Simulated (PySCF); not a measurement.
A TDDFT job, as run on `N#CB(Cl)C1CCC1`.

Level of theory: PySCF 2.14.0, density-fitted response routines, TDDFT PBE0/def2-SVPD, vertical, gas phase, core orbitals frozen in the response.

Input of the driver that calls PySCF (job settings, then Cartesian coordinates in Å):

```
{"job": {"kind": "uv", "xc": "PBE0", "basis": "def2-SVPD", "nstates": 8, "ntriplets": 3}, "charge": 0, "multiplicity": 1}
N      3.0882     1.7751    -1.0660
C      2.5026     0.8187    -0.8198
B      1.6935    -0.4353    -0.4958
Cl     2.2672    -1.9341    -1.0690
C      0.3453    -0.3321     0.3175
C     -0.4546     0.9918     0.3155
C     -1.7320     0.2104    -0.0244
C     -0.9021    -1.0604    -0.2513
H      0.5178    -0.6618     1.3473
H     -0.1443     1.6778    -0.4703
H     -0.4677     1.5300     1.2604
H     -2.2824     0.5690    -0.8909
H     -2.4170     0.1259     0.8164
H     -1.2208    -1.9427     0.2992
H     -0.7981    -1.3244    -1.3021
```

The self-consistent field part of the output:

```
coarse grid: 13544 points
cycle   1  E = -733.6127470076  dE =  9.864e-01  |g| = 4.155e-01  |ddm| = 5.790e+00
cycle   2  E = -733.5256790653  dE =  8.707e-02  |g| = 7.510e-01  |ddm| = 1.635e+00
cycle   3  E = -733.6547688613  dE = -1.291e-01  |g| = 1.613e-01  |ddm| = 8.888e-01
cycle   4  E = -733.6602191556  dE = -5.450e-03  |g| = 5.149e-02  |ddm| = 2.044e-01
cycle   5  E = -733.6608226169  dE = -6.035e-04  |g| = 8.511e-03  |ddm| = 1.048e-01
cycle   6  E = -733.6608406884  dE = -1.807e-05  |g| = 1.780e-03  |ddm| = 2.439e-02
cycle   7  E = -733.6608414693  dE = -7.809e-07  |g| = 4.678e-04  |ddm| = 4.247e-03
final grid: 127592 points
cycle   8  E = -733.7453316235  dE = -3.845e-05  |g| = 7.668e-03  |ddm| = 1.308e-01
cycle   9  E = -733.7453223903  dE =  9.233e-06  |g| = 9.810e-03  |ddm| = 2.736e-02
cycle  10  E = -733.7453466746  dE = -2.428e-05  |g| = 1.267e-03  |ddm| = 1.473e-02
cycle  11  E = -733.7453469500  dE = -2.754e-07  |g| = 6.948e-04  |ddm| = 1.996e-03
cycle  12  E = -733.7453470564  dE = -1.064e-07  |g| = 7.876e-05  |ddm| = 9.247e-04
cycle  13  E = -733.7453470579  dE = -1.408e-09  |g| = 2.476e-05  |ddm| = 1.784e-04
cycle  14  E = -733.7453470580  dE = -1.455e-10  |g| = 8.108e-06  |ddm| = 6.700e-05
converged SCF energy = -733.7453470580
```

Q: What follows in the output?

A: 
```
Static polarisability (au): isotropic 85.853, principal 65.941 93.398 98.219

Singlet excitations
state   eV       nm        f      main configurations
  1   4.5447    272.8   0.01230   H->L 0.96
  2   5.2208    237.5   0.00179   H-1->L 0.95
  3   5.3781    230.5   0.00448   H-3->L 0.80, H-5->L 0.09
  4   5.4259    228.5   0.03771   H-2->L 0.93
  5   6.0413    205.2   0.02481   H-5->L 0.69, H-3->L 0.13, H-4->L 0.10
  6   6.4152    193.3   0.09251   H-4->L 0.69, H-5->L 0.13
  7   6.4993    190.8   0.02401   H-6->L 0.81, H-7->L 0.10
  8   6.9243    179.1   0.00777   H-7->L 0.86, H-6->L 0.11

Triplet excitations (Tamm-Dancoff, eV): 4.1674 4.9387 5.0300
```

The SCF starts on a coarse grid; the energy jumps when the final grid takes over, and dE counts afresh there. The run used 223 basis functions and 14 SCF iterations for the ground state.

On an Arm Neoverse V2 with one thread, shared host with 32 logical CPUs at a one-minute load of 26, this took 48 s (with the writing of density and orbital grids) and 0.88 GiB of memory at its peak.

Q: What transition dipole does the oscillator strength of state 6, the strongest, imply?

A: From f = (2/3)·ΔE·|μ|² in atomic units, ΔE = 0.2358 Eh and f = 0.0925 give |μ| = 0.77 au (1.95 D).

The structure is a single GFN2-xTB conformer in the gas phase; no vibrational or solvent corrections.
